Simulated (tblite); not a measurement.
Compound: C4H4NSe (doublet state).
SMILES with atom numbers: `[CH3:1][C:2](=[Se:3])[CH:4][C:5]#[N:6]` (hydrogens: H7, H8, H9 on C1; H10 on C4)
Bond orders are those of one Lewis drawing.

Computed with GFN2-xTB (tblite), gas phase: L-BFGS steps from a force-field or distance-geometry start until the largest atomic force falls under 0.01 eV/Å.

Step 30: E = -451.8962 eV
```
atom  x, y, z in Å  |  force x, y, z in eV/Å
C1     -1.3141    0.1628   -0.1787    0.115  -0.051   0.196
C2     -0.1230   -0.3249    0.5826   -0.116  -0.126  -0.052
Se3    -0.4985   -0.8451    2.3599    0.058  -0.205  -0.044
C4      1.1694   -0.3302    0.1714   -0.395  -0.078  -0.101
C5      1.6462    0.3201   -0.9784    0.216   0.182   0.163
N6      2.1263    0.9689   -1.8013   -0.291  -0.359   0.119
H7     -1.0197    0.6605   -1.1012   -0.106  -0.116   0.008
H8     -1.8205    0.8541    0.4860   -0.211   0.381  -0.102
H9     -2.0527   -0.6354   -0.3683    0.550   0.146  -0.065
H10     1.8956   -0.8260    0.8055    0.181   0.224  -0.122
```

Step 31: E = -451.9298 eV
```
atom  x, y, z in Å  |  force x, y, z in eV/Å
C1     -1.2994    0.1693   -0.1733    0.033   0.066   0.162
C2     -0.1228   -0.3216    0.6058   -0.069  -0.110  -0.361
Se3    -0.5332   -0.9139    2.3383    0.081  -0.181   0.105
C4      1.1649   -0.3134    0.1833   -0.179  -0.177   0.061
C5      1.6360    0.2972   -0.9875    0.205   0.505  -0.034
N6      2.0985    0.9381   -1.8292   -0.337  -0.525   0.269
H7     -1.0035    0.6677   -1.0964   -0.051  -0.154   0.053
H8     -1.8099    0.8670    0.4805   -0.222   0.397  -0.060
H9     -2.0387   -0.6207   -0.3666    0.443   0.036  -0.088
H10     1.9171   -0.7649    0.8225    0.095   0.143  -0.108
```

Step 32: E = -451.9563 eV
```
atom  x, y, z in Å  |  force x, y, z in eV/Å
C1     -1.2879    0.1781   -0.1664   -0.106   0.208   0.111
C2     -0.1262   -0.3220    0.6187    0.070  -0.106  -0.380
Se3    -0.5575   -0.9748    2.3211    0.098  -0.139   0.140
C4      1.1590   -0.3036    0.1935    0.086  -0.220   0.205
C5      1.6271    0.2796   -0.9907    0.095   0.615  -0.077
N6      2.0733    0.9077   -1.8501   -0.276  -0.517   0.241
H7     -0.9941    0.6708   -1.0923    0.036  -0.123   0.045
H8     -1.8051    0.8867    0.4753   -0.164   0.296  -0.070
H9     -2.0190   -0.6083   -0.3680    0.241  -0.086  -0.087
H10     1.9394   -0.7095    0.8363   -0.080   0.073  -0.127
```

Q: Estimate the geometry and energy of step 33. (The exact step hangs on the optimiser's Hessian estimate; all steps are aligned on step 32, rigid shifts and turns removed.)

A: E = -451.9772 eV, largest force 0.747 eV/Å
```
atom  x, y, z in Å  |  force x, y, z in eV/Å
C1     -1.2802    0.1889   -0.1573   -0.130   0.246   0.033
C2     -0.1284   -0.3256    0.6260    0.070  -0.054  -0.215
Se3    -0.5781   -1.0211    2.3123    0.140  -0.085   0.071
C4      1.1543   -0.2953    0.2029    0.195  -0.168   0.185
C5      1.6189    0.2759   -0.9870    0.062   0.695  -0.266
N6      2.0517    0.8817   -1.8699   -0.277  -0.541   0.342
H7     -0.9805    0.6663   -1.0877    0.081  -0.038   0.024
H8     -1.8053    0.9090    0.4701   -0.089   0.157  -0.096
H9     -1.9935   -0.6028   -0.3703    0.009  -0.160  -0.068
H10     1.9502   -0.6723    0.8383   -0.061  -0.052  -0.009
```

The energy changes by -0.0209 eV. The first-order estimate −F·Δx gives -0.0299 eV and the mean of the old and new forces, exact on a quadratic surface, -0.0209 eV. The step makes an angle of 73° with the force vector and moves no atom by more than 0.051 Å.

What follows is the cost of the whole relaxation. On an Arm Neoverse V1 with one thread, no GPU, on a shared host, this took 0.3 s of wall time.
